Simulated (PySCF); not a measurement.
Compound: phenyldifluoroborane, C6H5BF2.
Atom-mapped SMILES: `[F:1][B:2]([F:3])[c:4]1[cH:5][cH:6][cH:7][cH:8][cH:9]1` (hydrogens: H10 on C5; H11 on C6; H12 on C7; H13 on C8; H14 on C9)

A GFN2-xTB structure was refined with PBE0-D3(BJ)/def2-TZVP geometry optimisation, gas phase in PySCF 2.14.0. Its GFN2-xTB values:

| coordinate | GFN2-xTB |
| --- | --- |
| F1–B2 | 1.353 Å |
| B2–C4 | 1.513 Å |
| C4–C5 | 1.411 Å |
| C5–C6 | 1.383 Å |
| C5–H10 | 1.085 Å |
| C6–C7 | 1.385 Å |
| C6–H11 | 1.077 Å |
| C7–H12 | 1.084 Å |
| F1–B2–F3 | 113.9° |
| F1–B2–C4 | 123.7° |
| B2–C4–C5 | 122.7° |
| C4–C5–C6 | 122.9° |
| C5–C4–C9 | 115.3° |
| C5–C6–C7 | 118.9° |
| C6–C7–C8 | 120.2° |

Q: How do these coordinates change at the PBE0-D3(BJ)/def2-TZVP level?

A: 
```csv
coordinate,PBE0-D3(BJ)/def2-TZVP (Å or °),change
B2–C4,1.543,+0.030
F1–B2,1.323,-0.030
C4–C5,1.398,-0.013
C6–H11,1.084,+0.007
C6–C7,1.388,+0.003
C5–C6,1.385,+0.002
C5–H10,1.084,-0.001
C7–H12,1.084,0.000
C5–C4–C9,118.7,+3.4
F1–B2–F3,116.3,+2.4
C4–C5–C6,120.7,-2.2
B2–C4–C5,120.6,-2.1
F1–B2–C4,121.9,-1.8
C5–C6–C7,119.8,+0.9
C6–C7–C8,120.3,+0.1
```

The energy falls by 9.0 kJ/mol over 9 energy and gradient evaluations, the largest force component goes from 0.0409 to 1.5e-04 Eh/bohr, and the atoms move by 0.024 Å rms after alignment. Among the bonds, F1–B2 and B2–C4 change most and about equally (-0.030 to +0.030 Å). Bonds longer at the end by more than 0.005 Å: 6 of 14; shorter: 4. Rotational constants go from 3758, 1091, 845.8 to 3716, 1106, 852.4 MHz.

The run used 309 basis functions and 68 SCF cycles in all.

No PBE0-D3(BJ)/def2-TZVP frequencies stand behind this structure, so it isn't proved a minimum.

Shape of the structure used: `[F:1][B:2]([F:3])[c:4]1[cH:5][cH:6][cH:7][cH:8][cH:9]1`: F1–B2–C4–C5 179°.
